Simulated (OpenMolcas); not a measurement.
## Rb: CASPT2 settings compared

- Program: OpenMolcas
- Basis: ANO-RCC-VDZ [6s5p1d]
- Scalar Hamiltonian: DKH4, point nucleus
- Active space: 1 electron in 4 orbitals (5s 5p)
- State averaging: 2S+1 = 2 even, 1 root; 2S+1 = 2 odd, 3 roots
- Spin-orbit coupling: RASSI with atomic mean-field integrals over the reference wave functions, term energies averaged over their components

Methods on the same reference wave functions:
A. CASSCF
B. SS-CASPT2, IPEA 0.75 Eh, no level shift (closed shells correlated: 3d 4s 4p)
C. SS-CASPT2, IPEA 0.35 Eh, real shift 0.5 Eh (closed shells correlated: 4s 4p)
D. SS-CASPT2, IPEA 0.1 Eh, imaginary shift 0.1 Eh (closed shells correlated: 3d 4s 4p)

Energies in cm-1 above 5s 2S 1/2, the measured ground level; measured values from NIST Handbook of Basic Atomic Spectroscopic Data.

```
     Level      A      B      C      D  Measured
 5s 2S 1/2    0.0    0.0    0.0    0.0       0.0
5p 2P* 1/2  10739  10925  10932  10968     12579
5p 2P* 3/2  10879  11064  11072  11108     12817
```

Deviations, from unrounded energies. A percentage is the sum of absolute deviations over the sum of measured energies, with the sign that they share, or ± where signs differ.

| Against measurement | Levels | A | B | C | D |
| --- | --- | --- | --- | --- | --- |
| mean absolute deviation (cm-1) | 2 | 1900 | 1700 | 1700 | 1700 |
| other configurations (%) | 2 | -14.9 | -13.4 | -13.4 | -13.1 |

B, C, D lie about equally close to measurement and A furthest from it. The largest miss of D in the table is 5p 2P* 3/2, by -1700 cm-1. The ranking rests on the paired levels alone, and a cruder setting can come out closer through cancelling errors.

Among B to D the level of the table that moves most is 5p 2P* 1/2, by 44 cm-1 (lowest in B, highest in D).

The lowest spin-free term lies below A's lowest term by 0.024 hartree in B, 0.023 hartree in C, 0.024 hartree in D.

ANO sets are built for ground and valence states and can reach diffuse excited orbitals poorly. With one active electron the reference holds no correlation, so core polarisation is missing (holds for A). With one active electron, CASPT2 adds the correlation within the correlated inactive shells and between them and that electron, and leaves the splitting within a term as the reference gives it (holds for B; C; D). Computed and measured levels are paired by configuration, term and J; levels that our copy of the source lacks, or whose pairing is in doubt (as where it misses far off the trend of its configuration), stay unpaired and out of the deviations. Only configurations of the active space appear.

* marks odd parity.
